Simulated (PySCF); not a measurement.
**Structure revision by computed shifts**

A compound C7H10NOP gives the data below (simulated from a calculation) and was assigned the structure `C=Cc1pcoc1N(C)C`.

¹³C{¹H} NMR (computed): δ 142.2 (CH2), 140.4 (CH), 122.7 (CH, 2C), 117.8 (CH, 2C), 22.2 (CH3).

¹H NMR (500 MHz, computed): δ 6.91 (m, 2H), 6.87 (m, 1H), 6.59 (m, 2H), 6.52 (m, 1H), 6.48 (m, 1H), 1.63 (m, 3H).

- shieldings: GIAO PBE0/pcSseg-1
- GFN2-xTB structure
- code: PySCF 2.14.0 with density-fitted response routines
- in vacuum, a single conformation, non-relativistic Hamiltonian, equivalent nuclei averaged

Scale: ¹H and ¹³C against TMS (reference shieldings calculated alike).

**Question.** Compare with the shifts computed for the proposed structure, pairing carbons in order of shift.

**Answer.** Atoms are numbered as in `[CH2:1]=[CH:2][c:3]1[p:4][cH:5][o:6][c:7]1[N:8]([CH3:9])[CH3:10]` (H(Xn): hydrogen on atom n).

```
atom  computed for proposal  given list  difference
  C5                  179.8       142.2       +37.6
  C7                  168.7       140.4       +28.3
  C2                  137.3       122.7       +14.6
  C3                  124.8       122.7        +2.1
  C1                  117.8       117.8        +0.0
  C9                   44.0       117.8       -73.8
 C10                   44.0        22.2       +21.8
```

The rms difference is 34.6 ppm and the largest -73.8 ppm at C9 (methyl carbon bonded to N). The proposal also would give 6 carbon signals, not 5. The carbon types in order of shift don't match either: CH, C, CH, C, CH2, CH3, CH3 for the proposal against CH2, CH, CH, CH, CH, CH, CH3 in the data. The proposal doesn't fit.

**Question.** Which isomer fits?

**Answer.** SMILES C=C[P@@](C)(=O)n1cccc1.

1. δC 142.2: terminal =CH2 carbon; the olefinic region.
2. δC 140.4: alkene CH; the olefinic region.
3. δC 122.7: aromatic CH next to a ring nitrogen.
4. δC 117.8: aromatic CH.

The data come from this structure; uniqueness wasn't tested.

Splittings by ³¹P in the carbon and heteronuclear signals aren't shown, as no couplings were computed. Shifts are as computed. Against solution values, carbons near 30 ppm lie about +3 ppm off and those near 130 ppm about +5 ppm. Of 1211 compounds with measured shifts, 218 miss one by over three times the rms of a fit or turn the order of signals round; such compounds aren't used in these exercises. Multiplicities follow the n + 1 count of equivalent neighbours, as no J values were calculated; m marks all less simple cases, F and P coupling included.
